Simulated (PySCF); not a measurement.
# One molecule, a ladder of functionals, a line

Molecule: SMILES BCC[SiH3], C$_{2}$H$_{9}$BSi.

Structure with atom numbers: `[BH2:1][CH2:2][CH2:3][SiH3:4]` (H(Xn): hydrogen on atom n).

GIAO shieldings (ppm, equivalent atoms averaged) in PySCF 2.14.0 with density-fitted response routines on the PBE0-D3(BJ)/def2-SVP geometry, basis pcSseg-2, gas phase, non-relativistic:

| functional | exact exchange (%) | σ(B1) | σ(C2) | σ(Si4) |
| --- | --- | --- | --- | --- |
| BLYP | 0 | -0.8 | 134.8 | 374.1 |
| BP86 | 0 | 2.0 | 139.5 | 384.5 |
| PBE | 0 | -0.4 | 138.9 | 386.2 |
| B3LYP | 20 | 5.2 | 142.1 | 386.6 |
| mPW1PW91 | 25 | 8.8 | 147.8 | 399.5 |
| BHandHLYP | 50 | 14.6 | 151.1 | 404.4 |
| HF | 100 | 33.0 | 164.2 | 436.3 |

Task: Fit each shielding as a line in the percentage of exact exchange.

Result: σ(B1) = -0.1 + 0.32 x (rms 1.2 ppm); σ(C2) = 138.1 + 0.26 x (rms 1.9 ppm); σ(Si4) = 380.9 + 0.54 x (rms 4.7 ppm). The functionals also differ in their semilocal parts, which the line can't hold; Hartree–Fock has no correlation at all.

Task: What does the line predict for PBE0 (25 %), and what does the run give?

Result: σ(B1): 7.9 predicted, 7.8 computed; σ(C2): 144.6 predicted, 147.8 computed; σ(Si4): 394.4 predicted, 401.3 computed ppm.
